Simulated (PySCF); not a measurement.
Several molecules and their computed UV-vis stick spectra, shuffled. Level of theory: TDDFT PBE0/def2-SVPD, vertical, gas phase, core orbitals frozen in the response in PySCF. Geometries: GFN2-xTB; one conformer of each isolated species. Triplets are in the Tamm–Dancoff approximation. Ions are computed without counter-ions or solvent.

A. `C=CCC[C+](C)C`
B. `Nc1ccccc1S`
C. `C=C(C)[C@@H]1N[C@H]1C`
D. `O=C([SiH3])/C=C\F`
E. `N[C@H]1C[C@@H]2C[C@@H]2C1`

Lowest singlet levels (six at most, fewer where fewer were computed) with oscillator strengths:

1. 198 nm (f 0.010); 175 nm (f 0.001); 172 nm (f 0.051); 169 nm (f 0.000); 165 nm (f 0.016); 162 nm (f 0.002); T1 5.97 eV
2. 411 nm (f 0.001); 212 nm (f 0.249); 201 nm (f 0.001); 194 nm (f 0.008); 191 nm (f 0.000); 183 nm (f 0.005); T1 2.41 eV
3. 261 nm (f 0.065); 237 nm (f 0.038); 227 nm (f 0.020); 223 nm (f 0.006); 212 nm (f 0.160); 210 nm (f 0.054); T1 3.83 eV
4. 484 nm (f 0.033); 269 nm (f 0.013); 244 nm (f 0.002); 221 nm (f 0.001); 204 nm (f 0.002); 194 nm (f 0.029); T1 2.25 eV
5. 199 nm (f 0.093); 194 nm (f 0.002); 184 nm (f 0.008); 181 nm (f 0.161); 177 nm (f 0.060); 176 nm (f 0.004); T1 4.20 eV

Question: Which spectrum belongs to which structure?

Answer: 1 = E, 2 = D, 3 = B, 4 = A, 5 = C.
- A: S1 at 2.56 eV, HOMO→LUMO (100%); Löwdin shares by element: HOMO carbon 78% or more (atoms not listed hold the other 22%); LUMO carbon 75% or more (atoms not listed hold the other 25%); HOMO -11.62 and LUMO -8.11 eV.
- B: S1 at 4.74 eV, HOMO→LUMO (86%), HOMO-1→LUMO+1 (9%); Löwdin shares by element: HOMO carbon 40% or more, nitrogen 22% (atoms not listed hold the other 38%); LUMO carbon 70% or more (atoms not listed hold the other 30%); HOMO -6.11 and LUMO -0.35 eV.
- C: S1 at 6.23 eV, HOMO→LUMO (58%), HOMO-1→LUMO (40%); Löwdin shares by element: HOMO carbon 60% or more, nitrogen 13% (atoms not listed hold the other 26%); LUMO carbon 57% or more, hydrogen 12% or more (atoms not listed hold the other 31%); HOMO -6.68 and LUMO 0.48 eV.
- D: S1 at 3.02 eV, HOMO→LUMO (98%); Löwdin shares by element: HOMO oxygen 55%, carbon 26% or more, silicon 12%; LUMO carbon 59%, oxygen 26% (atoms not listed hold the other 15%); HOMO -7.12 and LUMO -2.13 eV; point group Cs, 1 of its 6 listed states under f = 0.0005.
- E: S1 at 6.27 eV, HOMO→LUMO (89%); Löwdin shares by element: HOMO nitrogen 60%, carbon 13% or more, hydrogen 12% or more (atoms not listed hold the other 15%); LUMO hydrogen 37% or more, carbon 12% or more (atoms not listed hold the other 50%); HOMO -6.82 and LUMO 0.83 eV; point group Cs, 1 of its 6 listed states under f = 0.0005.
C and E have S1 within 0.05 eV of each other; their strongest listed levels stand at 6.83 eV (f 0.161) and 7.19 eV (f 0.051).
